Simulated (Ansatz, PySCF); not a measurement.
chloro(disilanyl)silane (ClH7Si3), SMILES [SiH3][SiH2][SiH2]Cl.

The structure is a stationary point at B3LYP-D3(BJ)/def2-SVP. One conformer was computed; it need not be the lowest.

Vertical ionisation energy (IE) and electron affinity (EA) in eV. Rows of orbital energies are one-electron estimates. Where ΔSCF, EOM or ADC give a negative EA the extra electron is unbound and the value depends on the basis.

```json
[
 {"level": "−ε(HOMO), −ε(LUMO), CAM-B3LYP/def2-TZVP (PySCF)", "IE": "[?]", "EA": "[?]"},
 {"level": "−ε(HOMO), −ε(LUMO), PBE/def2-TZVP (PySCF)", "IE": "6.89", "EA": "1.60"},
 {"level": "ΔSCF, PBE0/def2-SVPD (Ansatz), final states of multiplicity 2 and 2", "IE": "9.82", "EA": "-0.59"},
 {"level": "ΔSCF, PBE/def2-SVPD (Ansatz), final states of multiplicity 2 and 2", "IE": "9.52", "EA": "-0.43"}
]
```

**Question.** Complete the blanks. (An estimate is asked for; the answer gives what the named calculation found.)

**Answer.** 
- −ε(HOMO), −ε(LUMO), CAM-B3LYP/def2-TZVP (PySCF), IE: 9.25
- −ε(HOMO), −ε(LUMO), CAM-B3LYP/def2-TZVP (PySCF), EA: -0.31

**Question.** What vertical singlet–triplet gap does ΔSCF give with PBE0/def2-SVPD (Ansatz, a quantum-chemistry and plane-wave program) and with PBE/def2-SVPD (Ansatz)? (Estimate from the structure and the level; the computed values follow.)

**Answer.** 5.36 and 5.01 eV (triplet above singlet where positive).
